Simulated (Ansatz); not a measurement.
Calculated with Ansatz (gas phase, PBE0-D4/def2-TZVP geometries, no zero-point term in ΔE). CBS: MP2 limit from def2 TZ/QZ plus the TZ coupled-cluster correction, frozen cores. This one scheme is used for every species. Functionals use def2-TZVPP. B3LYP here is the variant with VWN-RPA as its local correlation; programs differ in this. For Br outer-core shells are correlated without core-valence functions, which leaves a few kJ/mol of doubt a bond. Scalar relativity is left out up to krypton. One conformer a species, not always the lowest.

Reaction (formal exchange of groups at the Si–C bond): `ClC[SiH2]Br` + `C=C` → `C=C[SiH2]Br` + `CCl`

| level | ΔE (kJ/mol) | difference from CCSD(T)/CBS |
| --- | --- | --- |
| PBE-D4 | -14.3 | -1.1 |
| r2SCAN-D4 | -15.2 | -2.0 |
| PBE0-D4 | -15.0 | -1.8 |
| B3LYP-D4 | -14.7 | -1.5 |
| ωB97X-V | -14.0 | -0.8 |
| PBE | -15.7 | -2.5 |
| r2SCAN | -15.4 | -2.2 |
| PBE0 | -16.2 | -3.0 |
| HF/def2-TZVPP | -19.7 | -6.5 |
| MP2/def2-TZVPP | -14.9 | -1.7 |
| SCS-MP2/def2-TZVPP | -15.7 | -2.5 |
| CCSD/def2-TZVPP | -14.5 | -1.3 |
| CCSD(T)/def2-TZVPP | -14.2 | -1.0 |
| HF/def2-QZVPP | -20.0 | -6.8 |
| SCS-MP2/def2-QZVPP | -15.4 | -2.2 |
| MP2/CBS(def2) | -14.0 | -0.8 |
| CCSD(T)/CBS | -13.2 | 0 |

Largest T1 diagnostic among the species: 0.011.

In def2-TZVPP, CCSD(T) changes the Hartree–Fock value by +5.5 kJ/mol (the triples alone add +0.3 kJ/mol) and MP2 by +4.8 kJ/mol.
